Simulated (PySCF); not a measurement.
Hf(OH)3(H) (H4HfO3), SMILES [OH][HfH]([OH])[OH], multiplicity 1.

Geometry optimised at B3LYP-D3(BJ)/def2-SVP. The spin state was assumed, not searched. The structure was generated by enumeration; whether it is a known compound was not checked. The def2 effective core potentials stand for the cores of Hf; spin–orbit coupling is left out. One conformer was computed; it need not be the lowest.

All values below come from B3LYP-D3(BJ)/def2-SVP in PySCF.

Frequencies are harmonic and unscaled.

Modes within 1.5 cm⁻¹ of each other (mostly degenerate sets) share a row, with their intensities summed.

| mode | ν (cm⁻¹) | IR (km/mol) | moving atoms (share of kinetic energy) |
|---|---|---|---|
| 1 | 141 | 7.8 | O 57 %, H 25 %, Hf 18 % |
| 2–3 | 165 | 1.1 | O 73 %, H 20 % |
| 4 | 182 | 0.0 | H 88 %, O 12 % |
| 5–6 | 292 | 594.3 | H 80 %, O 19 % |
| 7–8 | 357 | 1.8 | H 88 %, O 12 % |
| 9 | 390 | 356.6 | H 74 %, O 25 % |
| 10–11 | 541 | 96.3 | H 89 %, O 11 % |
| 12–13 | 704 | 435.8 | O 74 %, Hf 13 %, H 13 % |
| 14 | 716 | 36.0 | O 91 % |
| 15 | 1709 | 343.0 | H 99 % |
| 16–17 | 3984 | 627.4 | H 94 % |
| 18 | 3988 | 88.2 | H 94 % |
